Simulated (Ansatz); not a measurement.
Several settings on one geometry of Re3⁺ (the lowest singlet isomer of a short search) (that of the charge 1 singlet, PBE0-D4/def2-TZVP). Ansatz on 4 threads of Intel Xeon on a shared host; times are rough.

```xyz
3

Re    0.474   -0.818   -0.883
Re   -0.644   -0.456    1.025
Re    0.170    1.274   -0.142
```

Totals from different functionals, basis sets or treatments of relativity can't be compared as stabilities.

In the def2 sets Re takes a core potential; there is no spin–orbit coupling. LC-ωPBE has ω = 0.4 bohr⁻¹. Correlated methods freeze no core orbitals; core or outer-core shells of Re are correlated, in sets that lack core-valence functions.

Scalar relativity in a set contracted without it gives distorted totals.

At PBE0-D4/def2-TZVP a quintet lies 1.07 eV below the restricted singlet of charge 1, at its own geometry.

The spins typed aren't always the lowest for that charge.

**Question.** Give the basis size and estimate the energy, ⟨S²⟩ and time of these runs.

| run | method | charge | state | further keys |
| --- | --- | --- | --- | --- |
| 1 | ROKS LC-ωPBE/def2-TZVP | 0 | doublet | pseudopotentials: {relativity: scalar}; scf: {omitted_lower_state_checks: [starts]}; forces asked |
| 2 | UKS PBE-QIDH/def2-SVP | 1 | triplet | pseudopotentials: {relativity: scalar}; scf: {lower_state_search: off}; forces asked |
| 3 | UKS PBE0/def2-mTZVPP | 2 | doublet | scf: {lower_state_search: light} |

**Answer.** 
```
run  functions  energy (Eh)  ⟨S²⟩  wall time
  1        120    -234.5735     –       17 s
  2         96    -233.8607  4.71       47 s
  3        108    -233.9283  2.95       60 s
```

At UKS PBE-QIDH/def2-SVP the charge 1 triplet is spin-contaminated (final ⟨S²⟩ up to 4.71, 2.00 for a pure state). At UKS PBE0/def2-mTZVPP the charge 2 doublet is spin-contaminated (final ⟨S²⟩ up to 2.95, 0.75 for a pure state).
